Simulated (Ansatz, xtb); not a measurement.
C5H6S3: which of two isomers lies lower

Structure a: `CSc1ccc(S)s1`, a singlet. Structure b: `CCc1csc(=S)s1`, a singlet. Both are isolated molecules in the gas phase, relaxed with r2SCAN-D4/def2-SVP; the shapes shown needn't be the lowest conformers.

a (Å):

```xyz
14

C     0.2841   -1.9974    0.6581
C     0.2671    0.5623   -0.3922
C     0.7476    1.8397   -0.1679
C     1.2861    2.4492   -1.3320
C     1.2349    1.6345   -2.4460
S    -0.6195   -0.4186    0.7521
S     1.9734    1.9592   -4.0071
S     0.5005    0.1004   -2.0618
H    -0.1862   -2.6616    1.3974
H     1.3442   -1.8561    0.9138
H     0.1904   -2.4531   -0.3385
H     0.6986    2.3155    0.8136
H     1.7167    3.4521   -1.3629
H     0.8463    1.8900   -4.7570
```

b (Å):

```
atom    x (Å)    y (Å)    z (Å)
   C   0.8050   1.9117   1.2724
   C   0.0928   0.8883   0.3982
   C   0.6198  -0.5125   0.5354
   C   1.6282  -0.9318   1.3398
   C   0.8534  -3.1353   0.1188
   S   2.0452  -2.6175   1.3111
   S   0.6763  -4.6753  -0.4076
   S  -0.1239  -1.7720  -0.4324
   H   0.3701   2.9103   1.1212
   H   0.7102   1.6637   2.3412
   H   1.8771   1.9729   1.0283
   H   0.1614   1.1856  -0.6644
   H  -0.9882   0.8798   0.6299
   H   2.1966  -0.2785   2.0054
```

**Question.** Estimate E(b) − E(a) at the level CCSD(T)/def2-SVP + ΔMP2/def2-TZVPP.

**Answer.** Calculated at CCSD(T)/def2-SVP + ΔMP2/def2-TZVPP: E(b) − E(a) = −4.0 kcal/mol, so structure b lies lower.

How the difference moves with the method:

| level | geometry | E(b) − E(a) (kcal/mol) | departure from the last row (kcal/mol) | job, with rough time for the two |
| --- | --- | --- | --- | --- |
| GFN2-xTB | GFN2-xTB | −5.1 | −1.1 | optimisation, 0.28 s |
| HF/STO-3G | GFN2-xTB | −3.2 | +0.8 | single point, 0.56 s |
| r2SCAN-D4/def2-SVP//GFN2-xTB | GFN2-xTB | −10.7 | −6.7 | single point, 5.5 s |
| r2SCAN-D4/def2-SVP | r2SCAN-D4/def2-SVP | −7.6 | −3.6 | optimisation, 4.1 min |
| HF/def2-SVP | r2SCAN-D4/def2-SVP | −0.4 | +3.6 | part of the CCSD(T) run |
| MP2/def2-SVP | r2SCAN-D4/def2-SVP | −3.5 | +0.5 | part of the CCSD(T) run |
| CCSD(T)/def2-SVP | r2SCAN-D4/def2-SVP | −4.9 | −0.9 | single point |
| CCSD(T)/def2-SVP + ΔMP2/def2-TZVPP | r2SCAN-D4/def2-SVP | −4.0 |  | single point, 1.9 min |

As drawn, b has 2 C–C, 1 C=C, 1 C–S, 1 C=S, 1 C–H in place of 3 C∷C, 2 C∷S, 1 S–H (∷ is an aromatic bond). Structure a has a 5-membered ring (with an aromatic ring), b a 5-membered ring.

HF/def2-SVP finds them nearly level. The largest departure from CCSD(T)/def2-SVP + ΔMP2/def2-TZVPP is that of r2SCAN-D4/def2-SVP//GFN2-xTB, 6.7 kcal/mol. The last row adds to CCSD(T) the change of the MP2 difference between the two basis sets, here +0.9 kcal/mol.

With thermal terms from frequencies at re-optimised GFN2-xTB minima (ideal gas, soft modes damped towards free rotors, one conformer each, 298.15 K, 1 atm): on the last row, ΔE + ΔZPE = −1.0, ΔH = −1.5, ΔG = −0.4 kcal/mol. In free energy the two are nearly level.

The correlated steps freeze 20 core orbitals. Programs: Ansatz 0.2.0, xtb 6.7.1; the last row on 4 threads of Arm Neoverse V1 on a shared host.
